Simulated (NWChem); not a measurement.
Species: BeGeNH5; SMILES [NH2][Be][GeH3]

```xyz
8

Be     0.0047    -1.2945    -0.0063
N     -0.0003    -2.7933     0.0019
H      0.8258    -3.3805     0.0058
H     -0.8297    -3.3756     0.0072
Ge     0.0054     0.9091    -0.0093
H     -1.3468     1.5218     0.4552
H      1.0701     1.5331     0.9366
H      0.2779     1.5460    -1.4006
```
Atoms are numbered in this order, from 1.

Program: NWChem. Pople sets run with spherical d functions. Coordinates come from a B3LYP/6-31G* (spherical d) optimisation. Vzz is the largest principal value of the second derivative of the potential at the nucleus (NWChem prints the opposite sign); η is the asymmetry. Non-relativistic.

Task: Predict the results for B3LYP/6-31G*. Quantities: Vzz Be1 (a.u.); η Be1; Vzz N2 (a.u.); η N2; Vzz Ge5 (a.u.); η Ge5.

Result: 
```
Quantity        Result
--------------  ------
Vzz Be1 (a.u.)  -0.206
η Be1             0.42
Vzz N2 (a.u.)   -0.682
η N2              0.85
Vzz Ge5 (a.u.)  -0.557
η Ge5             0.02
```
